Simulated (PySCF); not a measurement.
C₄H₆FO₂ (charge -1).
Geometry (PBE0-D3(BJ)/def2-SVP, Å), atoms numbered from 1 in this order:
```
atom  x, y, z in Å
C1    -1.7701   -0.2587    0.1788
C2    -0.4591    0.4470   -0.1267
C3     0.7695   -0.4192    0.0610
F4     0.6641   -1.5267   -0.7768
C5     2.0831    0.3986   -0.1542
O6     2.8712   -0.0143   -1.0137
O7     2.1442    1.3889    0.6053
H8    -2.6474    0.3788   -0.0251
H9    -1.8192   -0.5653    1.2380
H10   -1.8627   -1.1718   -0.4306
H11   -0.4581    0.8072   -1.1713
H12   -0.2993    1.3292    0.5106
H13    0.7857   -0.8070    1.0998
```

Method used: PySCF 2.14.0, PBE0-D3(BJ)/def2-SVP geometry optimisation, gas phase.

Take the most abundant isotopes and a rigid rotor. The values belong to one conformer with, in the numbering `[CH3:1][CH2:2][C@@H:3]([F:4])[C:5](=[O:6])[O-:7]`, C1–C2–C3–F4 59°, C2–C3–C5–O6 -123°.

(1) What are A, B and C (MHz)?

(2) What kind of rotor is it?

(3) Is it planar, by Δ = Ic − Ia − Ib?

(4) Where do the levels up to J = 2 lie, in K?

(5) Which lines would a microwave search look for?

(6) Estimate the classical rotational partition function at 10 K, 50 K and 100 K.

## Answers

(1) Ia = 110.58, Ib = 268.83, Ic = 352.86 u·Å²; 505379 MHz·u·Å²/I gives A = 4570, B = 1880, C = 1432 MHz.

(2) An asymmetric top: κ = (2 × 1880 − 4570 − 1432)/(4570 − 1432) = -0.71.

(3) Not planar: Δ = Ic − Ia − Ib = -26.55 u·Å². For a rigid frame Δ = −2 Σ m c², so Σ m c² = 13.28 u·Å² lies off the ab plane: 5.93 from hydrogen and 7.35 from heavier atoms. The atom farthest from that plane is 1.48 Å away.

(4) Above 0(0,0), as E/k:
J = 1: 1(0,1) 0.159, 1(1,1) 0.288, 1(1,0) 0.310
J = 2: 2(0,2) 0.474, 2(1,2) 0.584, 2(1,1) 0.649, 2(2,1) 1.036, 2(2,0) 1.039
Those of J = 1 are B + C, A + C and A + B.

(5) The dipole components (about the centre of mass, as the species is charged) are |μa| = 6.39 D, |μb| = 0.18 D, |μc| = 0.48 D. The squared components, which scale the intensities, stand as 1.00 : 0.00 : 0.01 (a : b : c). Some lines, for components of 0.1 D or more:

| type | branch | J(Ka,Kc) | MHz | lower level (cm⁻¹) |
| --- | --- | --- | --- | --- |
| a | Q | 1(1,0) ← 1(1,1) | 448 | 0.200 |
| a | Q | 2(1,1) ← 2(1,2) | 1343 | 0.406 |
| b | Q | 5(2,3) ← 5(1,4) | 7243 | 1.853 |
| c | Q | 3(2,2) ← 3(1,2) | 7433 | 0.804 |
| b | Q | 3(2,1) ← 3(1,2) | 7686 | 0.804 |
| b | R | 3(1,3) ← 2(0,2) | 11528 | 0.330 |
| a | R | 4(3,1) ← 3(3,0) | 13363 | 1.539 |
| c | Q | 5(3,3) ← 5(2,3) | 13389 | 2.094 |
| b | Q | 5(3,2) ← 5(2,3) | 13491 | 2.094 |
| b | R | 4(1,4) ← 3(0,3) | 14054 | 0.654 |
| b | Q | 3(3,1) ← 3(2,2) | 14601 | 1.052 |
| a | R | 5(3,3) ← 4(3,2) | 16702 | 1.984 |
| a | R | 5(3,2) ← 4(3,1) | 16777 | 1.985 |
| c | R | 4(1,3) ← 3(0,3) | 18505 | 0.654 |
| c | Q | 5(4,2) ← 5(3,2) | 20187 | 2.544 |
| b | Q | 5(4,2) ← 5(3,3) | 20289 | 2.541 |
| c | Q | 4(4,1) ← 4(3,1) | 20290 | 1.985 |
| b | Q | 4(4,0) ← 4(3,1) | 20290 | 1.985 |
| c | R | 4(2,2) ← 3(1,2) | 21372 | 0.804 |
| c | R | 4(2,3) ← 3(1,3) | 23324 | 0.714 |
| b | R | 4(3,1) ← 3(2,2) | 27968 | 1.052 |
| b | R | 5(2,3) ← 4(1,4) | 29109 | 1.123 |
| b | R | 5(4,2) ← 4(3,1) | 36965 | 1.985 |
| b | R | 5(4,1) ← 4(3,2) | 36992 | 1.984 |
| c | R | 5(5,0) ← 4(4,0) | 42796 | 2.661 |

(6) Point group C1, symmetry number σ = 1; q = (√π/σ)·√((kT/h)³/(ABC)), k/h = 20836.6 MHz/K: 1520 at 10 K, 17000 at 50 K, 48100 at 100 K.

PBE0-D3(BJ)/def2-SVP frequencies: not computed here. The geometry's basis has no diffuse functions, a weakness for an anion. Zero-point vibration and centrifugal distortion are left out. A rigid rotor knows nothing of internal rotation, which can split or shift real lines.

The run took 96 s wall on one thread, Arm Neoverse V1 (aarch64), shared host with 32 logical CPUs at a one-minute load of 11, and the process peaked at 0.54 GiB of memory. That covers the optimisation of the geometry.
